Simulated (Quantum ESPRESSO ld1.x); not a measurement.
Values are calculated unless marked as measured or tabulated.
Species: Ba5+. Configuration: [Kr] 4d10 5s2 5p3 (the NIST ground configuration). Code: ld1.x of Quantum ESPRESSO 7.5. Model: scalar-relativistic Kohn-Sham, PBE, spin-unpolarised, spherical densities, point nucleus. Some entries of the table are withheld. Estimate them.

| orbital | occ. | eigenvalue (eV) | <r^2> (bohr^2) |
|---|---|---|---|
| 1s | 2 | -37316.802 | 0.0008883 |
| 2s | 2 | -5945.234 | 0.01421 |
| 2p | 6 | -5336.812 | 0.01129 |
| 3s | 2 | -1298.636 | 0.09736 |
| 3p | 6 | -1103.596 | (1) |
| 3d | 10 | -820.431 | (2) |
| 4s | 2 | -298.551 | 0.5109 |
| 4p | 6 | -235.547 | 0.5793 |
| 4d | 10 | -143.958 | 0.7321 |
| 5s | 2 | -83.204 | 2.666 |
| 5p | 3 | -66.293 | 3.342 |

Answer. 
(1) 3p <r^2> (bohr^2): 0.09742
(2) 3d <r^2> (bohr^2): 0.08384
